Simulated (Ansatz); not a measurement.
Reaction (atomization): `N[SiH](C=O)CO` → 2 C• + 7 H• + N• + 2 O• + Si•

Calculated with Ansatz (gas phase, PBE0-D4/def2-TZVP geometries, no zero-point term in ΔE). CBS: MP2 limit from def2 TZ/QZ plus the TZ coupled-cluster correction, frozen cores. This one scheme is used for every species, atoms too. Functionals use def2-TZVPP. B3LYP here is the variant with VWN-RPA as its local correlation; programs differ in this. No spin–orbit coupling; open shells (•) take unrestricted orbitals. Spin–orbit coupling would lower the free atoms: a little for C, O, Si. One conformer a species, not always the lowest.

| level | ΔE (kJ/mol) | difference from CCSD(T)/CBS |
| --- | --- | --- |
| r2SCAN-D4 | 4895.9 | -8.6 |
| PBE0-D4 | 4893.1 | -11.4 |
| ωB97X-V | 4919.1 | 14.6 |
| ωB97M-V | 4920.9 | 16.4 |
| B2PLYP | 4846.0 | -58.5 |
| r2SCAN | 4889.1 | -15.4 |
| PBE0 | 4870.6 | -33.9 |
| B3LYP | 4860.5 | -44.0 |
| HF/def2-TZVPP | 3372.7 | -1531.8 |
| MP2/def2-TZVPP | 4851.4 | -53.1 |
| SCS-MP2/def2-TZVPP | 4833.5 | -71.0 |
| CCSD/def2-TZVPP | 4668.3 | -236.2 |
| HF/def2-QZVPP | 3382.2 | -1522.3 |
| SCS-MP2/def2-QZVPP | 4935.2 | 30.7 |
| MP2/CBS(def2) | 5002.7 | 98.2 |
| CCSD/CBS(def2) | 4819.7 | -84.8 |
| CCSD(T)/CBS | 4904.5 | 0 |

Largest T1 diagnostic among the species: 0.013.

The D4 term adds +42.3 kJ/mol with B3LYP and +22.5 kJ/mol with PBE0; it sums over pairs of atoms, weighted by their polarisabilities, and B3LYP, whose exchange is more repulsive, gets the larger term. In def2-TZVPP, CCSD(T) changes the Hartree–Fock value by +1380.4 kJ/mol (the triples alone add +84.9 kJ/mol) and MP2 by +1478.6 kJ/mol; breaking electron pairs costs correlation energy, which Hartree–Fock lacks.

For atomizations the MP2-based limit and the directly extrapolated one differ by several kJ/mol either way, and by 10 to 25 for some Ge, Se and Sn compounds, so smaller differences from it don't rank the levels.
